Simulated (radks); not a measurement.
Values are calculated unless marked as measured or tabulated.
Problem. The mean radii <r> (bohr) of the occupied orbitals of an atom or ion are listed with their occupations. Level of theory: scalar-relativistic Kohn-Sham, PBE, spin-polarised, spherical densities, finite nucleus; Fermi nuclear charge, rms radius of each element as measured or else 0.836 A^(1/3) + 0.57 fm (a radial shooting solver on a logarithmic mesh with Libxc functionals).

| orbital | occ. | <r> |
|---|---|---|
| 1s | 2 | 0.5789 |

Name the element and its charge. Open shells, if any, are filled with parallel spins first.

Solution. Z = 3, lithium, charge +1: Li+ in [He]. The 1s radius gives Z: for a bare nucleus <r> = (2 gamma + 1)/(2Z) with gamma = sqrt(1 - (Z/c)^2), 0.4999 bohr for Z = 3, and screening makes it slightly larger (0.5789 here). The occupations add up to 2, and the charge is Z minus that.
